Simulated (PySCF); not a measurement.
# One molecule, several mistakes: BH7OSi2

These are calculations, not measurements. They come from PySCF 2.14.0, an open-source quantum chemistry program, on an isolated molecule that a program drew, which may never have been made. The molecule is BH7OSi2 (charge 0, singlet), drawn as the SMILES string `B[SiH2][SiH2]O`.

Each row is a Hartree-Fock (HF) and frozen-core CCSD(T) single point in the cc-pV(D+d)Z basis, meant for a local HF minimum. Run 1 is clean. Each other run has one planted mistake out of seven kinds, and not every kind appears here: one electron removed, one electron added, multiplicity raised by two, geometry at a saddle point, minimal basis STO-3G, one bond length entered in bohr, all coordinates scaled. The reference is restricted for singlets and unrestricted otherwise, and also for a bond in bohr. Adding or removing an electron swaps singlet and doublet. Electrons count all cores. HOMO and LUMO are orbital energies over both spins, the gradient is its largest component, and the lowest frequency (negative if imaginary) is given only where the gradient is small. Bond lengths are over the 10 bonds as drawn. T1 is the CCSD diagnostic: over 0.02 (restricted) or 0.045 (unrestricted) a single reference is doubtful.

Geometry of the clean run:
```xyz
11
BH7OSi2, angstrom
B     1.9159    1.4070   -0.8610
Si    0.7761    0.2080    0.3275
Si   -1.4069    1.1116    0.4676
O    -2.2952    0.1063    1.4410
H     1.9666    1.2392   -2.0483
H     2.5248    2.3360   -0.4066
H     0.6706   -1.1680   -0.2232
H     1.3269    0.1196    1.7047
H    -2.0246    1.2161   -0.8792
H    -1.3757    2.4876    1.0261
H    -3.2016    0.3180    1.6084
```

| run | electrons | basis functions | <S^2> | HOMO (eV) | LUMO (eV) | gradient (hartree/bohr) | lowest frequency (cm^-1) | mean bond (Å) | longest bond (Å) | T1 | HF (hartree) | CCSD(T) (hartree) | mistake |
|---|---|---|---|---|---|---|---|---|---|---|---|---|---|
| 1 | 48 | 109 | 0.000 | -10.44 | 1.19 | 1.1e-05 | 48 | 1.5350 | 2.367 | 0.0134 | -681.50153 | -682.04672 | no fault |
| 2 | 48 | 35 | 0.000 | -8.17 | 6.19 | 4.6e-02 | - | 1.5350 | 2.367 | 0.0082 | -673.47748 | -673.67562 | minimal basis STO-3G |
| 3 | 48 | 109 | 2.022 | -7.51 | -1.54 | 3.6e-02 | - | 1.5350 | 2.367 | 0.0188 | -681.38404 | -681.92071 | multiplicity raised by two |
| 4 | 48 | 109 | 0.835 | -8.79 | 0.74 | 9.6e-03 | - | 1.6672 | 2.808 | 0.0390 | -681.39494 | -681.92895 | ? |

**Which mistake was planted in run 4, and what did it cost?**

The mean bond changes by a factor of 1.086 and the longest by 1.186, so the molecule wasn't scaled as a whole. A length L in bohr read as angstrom grows by (1/0.5292 - 1) L = 0.890 L. The 10 bonds together grew by 10 x 0.1322 = 1.322 Å, which gives L = 1.486 Å. That is the length of one of the H-Si bonds, 1.486 Å in the clean geometry. So the mistake is: one bond length entered in bohr. Subtracting run 1 and multiplying by 627.51 kcal/mol a hartree, the energy moved by 66.9 kcal/mol in HF and 73.9 kcal/mol in CCSD(T).

